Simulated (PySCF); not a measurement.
H5PSi, SMILES [SiH3]P. The structure is a stationary point at PBE0-D3(BJ)/def2-TZVP.

**Question.** Give the equilibrium geometry at PBE0-D3(BJ)/def2-TZVP (PySCF confirms it by a frequency run) as Cartesian coordinates in Å, and its point group. (The exact figures need the calculation; the answer reports its results.)

**Answer.** point group Cs.
```xyz
7

Si    -1.0894    -0.0065     0.0000
P      1.1620     0.1188     0.0000
H     -1.5898     0.6973     1.2093
H     -1.5898     0.6973    -1.2093
H     -1.6126    -1.3978     0.0000
H      1.3065    -0.8446     1.0343
H      1.3065    -0.8446    -1.0343
```
Charge 0, spin multiplicity 1.
